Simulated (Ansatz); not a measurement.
Reaction (cleavage of the Si–Si bond): `O[SiH2][SiH]([SiH3])Cl` + `[OH][SnH]([F])[F]` → `[F][SnH]([F])[O][SiH3]` + `O[SiH2][SiH2]Cl`

Calculated with Ansatz (gas phase, PBE0-D4/def2-TZVP geometries, no zero-point term in ΔE). CBS: MP2 limit from def2 TZ/QZ plus the TZ coupled-cluster correction, frozen cores. DFT in def2-TZVPP. Elements past krypton have def2 core potentials. For Sn outer-core shells are correlated without core-valence functions, which leaves a few kJ/mol of doubt a bond. One conformer a species, not always the lowest.

**Question.** Is it downhill or uphill in electronic energy at CCSD(T)/CBS, and by how much? (Estimate.)

**Answer.** Computed: Downhill: ΔE = -93.8 kJ/mol.

**Question.** What do these levels give: ωB97M-V, B2PLYP, PBE, r2SCAN, HF/def2-QZVPP, MP2/def2-QZVPP? (Best estimate.)

**Answer.** Computed: ωB97M-V -93.3, B2PLYP -96.9, PBE -64.0, r2SCAN -83.7, HF/def2-QZVPP -127.3, MP2/def2-QZVPP -100.2 kJ/mol.

Largest T1 diagnostic among the species: 0.015.

The D4 term adds +3.7 kJ/mol with B3LYP and +2.2 kJ/mol with PBE0; it sums over pairs of atoms, weighted by their polarisabilities, and B3LYP, whose exchange is more repulsive, gets the larger term. From PBE to PBE0 (25 % exact exchange), in def2-TZVPP and without D4, ΔE moves by −10.2 kJ/mol. In def2-TZVPP, CCSD(T) changes the Hartree–Fock value by +30.6 kJ/mol (the triples alone add +4.5 kJ/mol) and MP2 by +25.2 kJ/mol.

B3LYP here is the variant with VWN-RPA as its local correlation; programs differ in this.
